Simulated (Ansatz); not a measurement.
PBE exchange is replaced step by step with exact exchange (0 % is PBE, 25 % PBE0; no dispersion term), basis def2-SVP, Ansatz. System: Al₆O₁₅H₁₂, a hydroxylated oxide cluster. Total charge 0; singlet. Geometry: PBE-D4/def2-SVP.

Geometry of the singlet:

```xyz
33

Al   -1.6823    0.3985   -0.3846
Al    1.4698   -0.9625   -0.1617
Al    0.6868    2.4142   -0.0438
Al   -0.6661   -2.5336    0.2671
Al   -0.4506   -0.5922    2.3359
Al    0.2540    0.7039   -2.7452
O    -3.2021    0.0149    0.3827
O    -1.0290    1.9736    0.4021
O    -2.2326   -2.9125   -0.3750
O    -1.6739    0.6335    2.6419
O     1.0728   -0.3599    3.0902
O    -0.9223   -2.3984    2.1253
O    -0.3967   -0.6672    0.4614
O     1.6905    0.9613    0.2820
O     1.3578    3.8783    0.5362
O     1.4849   -0.4738   -1.9823
O     0.7018    2.3085   -1.8859
O    -1.2940    0.3770   -2.0553
O     0.6295    0.7702   -4.4238
O     2.8264   -1.1440    0.9837
O     0.9211   -2.6836   -0.3866
H    -3.5021   -0.8967    0.1990
H    -1.2147    1.7710    1.3855
H    -2.3100   -3.1901   -1.3023
H    -2.5330    0.4229    2.1984
H     1.8513   -0.7074    2.5905
H    -1.0036   -3.0896    2.8014
H     2.3878    0.9522    0.9680
H     0.8494    4.6020    0.9307
H     1.5302   -1.3087   -2.4911
H     1.3446    2.8905   -2.3318
H    -0.0622    0.9157   -5.0866
H     3.1168   -2.0681    1.0739
```

```
exact exchange (%)  HOMO (eV)  LUMO (eV)  gap (eV)
                 0      -6.08      -1.48      4.60
                 5      -6.40      -1.31      5.10
                15      -7.07      -0.97      6.10
                25      -7.75      -0.63      7.12
                35      -8.43      -0.29      8.14
                50      -9.48       0.21      9.69
```

**Question.** Estimate the row for 10 %.

**Answer.** 
```csv
exact exchange (%),HOMO (eV),LUMO (eV),gap (eV)
10,-6.74,-1.14,5.60
```
